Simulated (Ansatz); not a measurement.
Ligand exchange: HF + C2H8O2Si2 → HOF + C2H8OSi2

Species: HF (hydrogen fluoride), singlet; C2H8O2Si2 `C=C[SiH](O)[SiH2]O`, singlet; HOF (hypofluorous acid) `OF`, singlet; C2H8OSi2 `C=C[SiH2][SiH2]O`, singlet. The partners trade H for OH: F–H and Si–OH bonds give way to F–OH and Si–H.

Shapes, held fixed at every level: PBE0-D4/def2-TZVP. Flexible molecules stand in one conformer, not always the lowest. Programs: Ansatz 0.2.0. Electronic energies: no zero-point or thermal term.

```json
{"level": "HF/def2-TZVPP", "kind": "Hartree–Fock", "ΔE (kJ/mol)": "+526.8", "less CCSD(T)/CBS estimate": "+12.3"}
{"level": "PBE-D4/def2-TZVPP", "kind": "GGA", "ΔE (kJ/mol)": "+465.8", "less CCSD(T)/CBS estimate": "-48.7"}
{"level": "r2SCAN-D4/def2-TZVPP", "kind": "meta-GGA", "ΔE (kJ/mol)": "+488.4", "less CCSD(T)/CBS estimate": "-26.1"}
{"level": "wB97X-V/def2-TZVPP", "kind": "range-separated hybrid", "ΔE (kJ/mol)": "+489.0", "less CCSD(T)/CBS estimate": "-25.5"}
{"level": "B2PLYP/def2-TZVPP", "kind": "double hybrid", "ΔE (kJ/mol)": "+500.3", "less CCSD(T)/CBS estimate": "-14.2"}
{"level": "MP2/def2-TZVPP", "kind": "perturbation theory", "ΔE (kJ/mol)": "+533.7", "less CCSD(T)/CBS estimate": "+19.2"}
{"level": "CCSD/def2-TZVPP", "kind": "coupled cluster or CI", "ΔE (kJ/mol)": "+509.4", "less CCSD(T)/CBS estimate": "-5.1"}
{"level": "CCSD(T)/CBS estimate", "kind": "coupled cluster or CI", "ΔE (kJ/mol)": "+514.5", "less CCSD(T)/CBS estimate": "0.0"}
```

The highest level, CCSD(T)/CBS estimate, gives ΔE = +514.5 kJ/mol; the levels span +465.8 to +533.7. The column of differences is taken from that level and isn't an error. No measured value is set beside it here. The CBS estimate extrapolates MP2 from def2-TZVPP and def2-QZVPP and adds CCSD(T) − MP2 in the triple-zeta set, cores frozen.
